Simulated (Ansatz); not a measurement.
`F[B]([ZnH])CCl`, relaxed with RKS PBE0-D4/def2-TZVP in the Gaussian-basis code of Ansatz from a PBE-D4/def2-SVP geometry. The force threshold is 0.005 eV/Å; the program also tests the step.

Total charge 0; spin multiplicity 1.

Start:

```xyz
8

F    -0.733    0.059    1.887
B    -0.345   -0.167    0.618
Zn    0.540   -1.959    0.044
C    -0.420    1.084   -0.363
Cl    1.386    1.384   -0.403
H     1.219   -3.294   -0.417
H    -0.746    0.896   -1.403
H    -0.902    1.998    0.037
```

Q: By how much does the energy fall, and how many steps does the optimiser take? (Estimate.)

A: The calculation gave: 2.82 kJ/mol, in 6 steps.

Q: Which bonds change most? (Estimate.)

A: The calculation gave: C4–Cl5 from 1.831 to 1.802 Å; C4–H8 from 1.108 to 1.091 Å; B2–Zn3 from 2.079 to 2.096 Å; C4–H7 from 1.106 to 1.089 Å.

Q: Give the relaxed structure. (Estimate.)

A: Computed: 
```xyz
8

F    -0.723    0.049    1.855
B    -0.319   -0.163    0.604
Zn    0.542   -1.990    0.042
C    -0.399    1.093   -0.357
Cl    1.357    1.494   -0.415
H     1.177   -3.343   -0.393
H    -0.715    0.899   -1.381
H    -0.920    1.962    0.045
```
